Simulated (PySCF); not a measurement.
C2H5F3P2Si.
Cartesian coordinates in Å at the PBE0-D3(BJ)/def2-SVP level; atoms count from 1:
```xyz
13
C2H5F3P2Si angstrom
F      3.8480   -1.1307    0.6961
C      3.0136   -0.2230    0.1803
F      3.4662    0.0942   -1.0361
F      3.1010    0.8718    0.9363
P      1.2762   -0.9919    0.0262
P      0.2155    0.4776    0.9372
C     -1.4969   -0.1931    0.7293
Si    -2.2920    0.4272   -0.8814
H     -2.1005    0.1780    1.5745
H     -1.5380   -1.2947    0.7359
H     -2.1234    1.9072   -0.9897
H     -3.7483    0.0924   -0.8819
H     -1.6160   -0.2323   -2.0367
```

All values: PBE0/pcSseg-1 (PySCF, non-relativistic), on one gas-phase PBE0-D3(BJ)/def2-SVP geometry that isn't relaxed in the solvent. The solvent is an IEF-PCM continuum (Bondi radii, 1.10 Å for H, scaled by 1.2). The model holds no explicit solvent molecules, cavitation or dispersion.

```csv
run,E − E(gas) (kcal/mol),HOMO (eV),HOMO–LUMO gap (eV),dipole (D)
gas,0.00,-7.72,4.55,3.18
P,-2.30,-7.57,4.58,3.88
Q,-3.23,-7.53,4.59,4.16
```

Q: The runs were made in chloroform and dimethylsulfoxide. Which run belongs to which solvent?

A: P = chloroform, Q = dimethylsulfoxide. The dielectric constants are 4.711 (chloroform), 46.83 (dimethylsulfoxide), and the energy falls further as ε rises. In this model the ground state sees the solvent through ε alone.

Q: How constant is the ratio of the lowering to (ε − 1)/(2ε + 1)?

A: 
```tsv
solvent	(ε − 1)/(2ε + 1)	E − E(gas) (kcal/mol)	ratio (kcal/mol)	polarisation term (kcal/mol)
chloroform	0.356	-2.30	-6.5	-2.60
dimethylsulfoxide	0.484	-3.23	-6.7	-3.82
```

The ratio changes by +3.3 % in size from chloroform to dimethylsulfoxide. The polarisation term is half the interaction of the solute with the induced surface charges.
